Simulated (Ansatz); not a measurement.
Cost and result for the atomization energy of `B[CH2][SnH2][CH3]` (13 atoms, 12 bonds).

```xyz
13

B     1.863   -0.772   -0.702
C     0.535   -0.477   -1.357
Sn   -0.589   -0.517    0.549
C    -1.275    1.474    0.907
H     2.525    0.118   -0.241
H     2.232   -1.903   -0.546
H     0.332    0.530   -1.724
H     0.053   -1.242   -1.964
H     0.373   -1.058    1.854
H    -1.880   -1.613    0.319
H    -1.912    1.800    0.085
H    -1.841    1.517    1.837
H    -0.417    2.143    0.982
```

Total charge 0; spin multiplicity 1. Correlated methods include outer-core shells of Sn, which these sets cover unevenly. Sn takes the def2 core potential. Geometry: relaxed with PBE0-D4/def2-TZVP. It is one conformer, not always the lowest. Program: Ansatz. All runs use 4 threads of an Arm Neoverse V1 on a shared host. Times are those of one run each, without the atoms' runs, and a repeat can differ threefold. Electronic energies, without spin–orbit coupling; frozen cores. CCSD(T)/CBS adds CCSD(T) − MP2 in def2-TZVPP to the MP2 limit, and its time is that of the two runs behind it. T1 = 0.012. With those shells the extrapolation isn't a true limit. B3LYP takes the VWN-RPA correlation (the form of Gaussian; ORCA's B3LYP/G).

CCSD(T)/CBS is a level of theory with its own doubt, some kJ/mol a heavy atom from the limit and from the frozen cores, so smaller differences don't rank the functionals.

```
                             level  functions  wall time
   PBE-D4/def2-TZVPP (with forces)        269      2.8 s
                PBE0-D4/def2-TZVPP        269      3.2 s
r2SCAN-D4/def2-TZVPP (with forces)        269      4.9 s
 B3LYP-D4/def2-TZVPP (with forces)        269      5.5 s
                 B2PLYP/def2-TZVPP        269        6 s
                ωB97X-V/def2-TZVPP        269        9 s
  ωB97M-V/def2-TZVPP (with forces)        269       13 s
                    MP2/def2-QZVPP        523       27 s
                CCSD(T)/def2-TZVPP        269    4.3 min
                 CCSD(T)/CBS(def2)          –    4.8 min
```

(1) What atomization energy does each give, and how far from CCSD(T)/CBS? (Best estimate.)

Answers

(1) Ansatz gave: 
```csv
level,atomization (kcal/mol),difference from CCSD(T)/CBS,per bond
PBE-D4/def2-TZVPP (with forces),1047.3,3.2,0.3
PBE0-D4/def2-TZVPP,1040.8,-3.3,-0.3
r2SCAN-D4/def2-TZVPP (with forces),1043.3,-0.8,-0.1
B3LYP-D4/def2-TZVPP (with forces),1041.7,-2.4,-0.2
B2PLYP/def2-TZVPP,1029.8,-14.3,-1.2
ωB97X-V/def2-TZVPP,1044.6,0.5,0.0
ωB97M-V/def2-TZVPP (with forces),1043.2,-0.9,-0.1
MP2/def2-QZVPP,1034.0,-10.1,-0.8
CCSD(T)/def2-TZVPP,1022.6,-21.5,-1.8
CCSD(T)/CBS(def2),1044.1,0.0,0.0
```

From PBE to PBE0 (25 % exact exchange), in def2-TZVPP and without D4, the atomization energy moves by −5.6 kcal/mol: exact exchange takes away binding that semilocal exchange gives to molecules. The D4 term adds +9.5 kcal/mol with B3LYP and +5.0 kcal/mol with PBE0; it sums over pairs of atoms, weighted by their polarisabilities, and B3LYP, whose exchange is more repulsive, gets the larger term. In def2-TZVPP, CCSD(T) changes the Hartree–Fock value by +230.4 kcal/mol (the triples alone add +11.4 kcal/mol) and MP2 by +229.1 kcal/mol; breaking electron pairs costs correlation energy, which Hartree–Fock lacks.

Spin–orbit coupling would lower the free Sn atoms strongly, and the atomization energy with them, by more than many differences here. For some Ge, Se and Sn compounds the MP2-based and the directly extrapolated limit differ by 10 to 25 kJ/mol.
